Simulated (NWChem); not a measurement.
Molecule: C₃H₄Cl₂; SMILES ClC(Cl)=CC

Results from NWChem. Coordinates come from a PBE0/def2-SVP optimisation. Level MN15/def2-SVP: energy and gradient on several grids; changes count from the extra-fine grid, which is no exact limit either.

Problem. Which is the coarsest grid (xfine; xcoarse; fine; medium; coarse) from which on the energy stays within 500 μHa and each gradient component within 500 μHa/bohr of xfine?

Solution. coarse.
```json
[
 {"grid": "xcoarse", "size of the energy change (μHa)": "2000", "largest change of a gradient component (μHa/bohr)": "3000", "time, medium = 1 (rough)": "about 1"},
 {"grid": "coarse", "size of the energy change (μHa)": "< 10", "largest change of a gradient component (μHa/bohr)": "100", "time, medium = 1 (rough)": "about 1"},
 {"grid": "medium", "size of the energy change (μHa)": "10", "largest change of a gradient component (μHa/bohr)": "< 30", "time, medium = 1 (rough)": "about 1"},
 {"grid": "fine", "size of the energy change (μHa)": "< 10", "largest change of a gradient component (μHa/bohr)": "< 30", "time, medium = 1 (rough)": "about 1"},
 {"grid": "xfine", "size of the energy change (μHa)": "< 10", "largest change of a gradient component (μHa/bohr)": "< 30", "time, medium = 1 (rough)": "2"}
]
```
